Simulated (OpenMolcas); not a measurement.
Computed levels of 4s2 4p3 in ions with 33 electrons, in cm-1 above 4S* 3/2.

```
Program             : OpenMolcas 26.06
Method              : XMS-RASPT2, IPEA 0.25 Eh, imaginary shift 0.1 Eh
Basis               : ANO-RCC-VTZP
Scalar Hamiltonian  : DKH2, point nucleus
Spin-orbit coupling : state interaction with AMFI integrals over the reference wave functions, term energies averaged over their components
```

Active space for each ion: 5 electrons in 9 orbitals (RAS2 4s 4p; RAS3 4d, at most 2 electrons); closed shells correlated by CASPT2: 3d.

```tsv
Level	As	Se+	Kr3+
2D* 3/2	11450	14130	18360
2D* 5/2	11670	14590	19680
2P* 1/2	19380	24340	32770
2P* 3/2	19650	24920	34550
```

Task: Estimate 2D* 3/2, 2D* 5/2 for Br2+ from its neighbours Se+ and Kr3+.

Result: 2D* 3/2 is another term, which grows about linearly with the charge: (14130 + 18360) / 2 = 16245. The calculation gives 16380, so the estimate is off by -0.8 %.
2D* 5/2 is another term, which grows about linearly with the charge: (14590 + 19680) / 2 = 17135. The calculation gives 17210, so the estimate is off by -0.4 %.

CASPT2 breaks the degeneracy within a term, and the mean is taken; among the terms shown or strongly mixed into the levels shown the widest spread is 64 cm-1 (4s2 4p3 2D*, Se+). Over all roots computed the reference weight is 0.93 to 0.99 in Br2+; the roots of lowest weight are the least certain, and an intruder state may touch them. Some high roots are left out of the spin-orbit mixing, which shifts the levels that they would mix with (holds for As). Active for correlation alone: 4d; no level in the range computed is led by a configuration that fills it, so any true level of that kind is missing (holds for As). The run also gave levels led by 4s2 4p2 4d, which use shells meant for correlation; these and all levels above them are left out (holds for Se+; Br2+; Kr3+). Levels of configurations outside the active space are missing.

* marks odd parity.
